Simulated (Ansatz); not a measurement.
Species: C2H6OSi, SMILES `O([SiH3])C=C` (C–C–O–Si torsion 0°) (charge 0, multiplicity 1), formula C$_{2}$H$_{6}$OSi.

How many basis functions does Ansatz (a quantum-chemistry and plane-wave program) with frozen-core CCSD(T)/def2-TZVPP // B3LYP-D3(BJ)/def2-TZVP use, how many core orbitals are frozen, and how many electrons are correlated?

219 basis functions and 8 frozen orbitals, which leaves 24 correlated electrons. Core time is of the order of minutes.
